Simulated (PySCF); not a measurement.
## Electronic structure of Ba⁺ (barium, charge +1) at the r2SCAN level

Configuration: [Xe] 5d1, 2D determinant (an excited configuration). Computed with PySCF 2.14 in ANO-RCC-VTZP (8s7p4d2f1g, 72 functions), with scalar relativity by spin-free X2C-1e.

- Total energy: -8134.21 hartree
- One-electron energy: -11091.39 hartree
- Hartree (Coulomb) energy: 3157.25 hartree
- Exchange-correlation energy: -200.06 hartree
- ⟨S²⟩: 0.7518
- ⟨L²⟩: 6.015
- Sum of ⟨r⟩: 38.04 bohr
- Sum of ⟨r²⟩: 62.12 bohr²
- Traceless quadrupole moment −½Σ⟨3z² − r²⟩ along its main axis: 4.79 e·bohr²
- Langevin diamagnetic susceptibility: -49.2 ×10⁻⁶ cm³/mol
- Time after the integrals: 3.8 s of wall time on 1 thread of Neoverse-V2 (shared host)

| shell | electrons | mean orbital energy (eV) | spread (eV) | rms radius, mean of both spins (bohr) |
| --- | --- | --- | --- | --- |
| 1s β | 1 | -37239.3 | 0 | 0.0292 |
| 1s α | 1 | -37239.3 | 0 | 0.0292 |
| 2s α | 1 | -5909.1 | 0 | 0.119 |
| 2s β | 1 | -5909.1 | 0 | 0.119 |
| 2p α | 3 | -5301.9 | 0.017 | 0.106 |
| 2p β | 3 | -5301.9 | 0.039 | 0.106 |
| 3s α | 1 | -1258.4 | 0 | 0.311 |
| 3s β | 1 | -1258.4 | 0 | 0.311 |
| 3p α | 3 | -1061.9 | 0.067 | 0.311 |
| 3p β | 3 | -1061.9 | 0.075 | 0.311 |
| 3d α | 5 | -774.06 | 0.067 | 0.289 |
| 3d β | 5 | -774.04 | 0.086 | 0.289 |
| 4s α | 1 | -253.30 | 0 | 0.716 |
| 4s β | 1 | -253.26 | 0 | 0.716 |
| 4p α | 3 | -189.36 | 0.124 | 0.763 |
| 4p β | 3 | -189.33 | 0.162 | 0.763 |
| 4d α | 5 | -95.638 | 0.140 | 0.864 |
| 4d β | 5 | -95.605 | 0.221 | 0.864 |
| 5s α | 1 | -38.940 | 0 | 1.75 |
| 5s β | 1 | -38.769 | 0 | 1.75 |
| 5p α | 3 | -23.818 | 0.149 | 2.05 |
| 5p β | 3 | -23.512 | 0.531 | 2.05 |
| 5d α | 1 | -6.695 | 0 | 4.14 |

Spin-orbit coupling, absent here, splits the open shell strongly.

Densities and radii are taken from the X2C orbitals without a picture-change correction, which distorts them close to the nucleus.
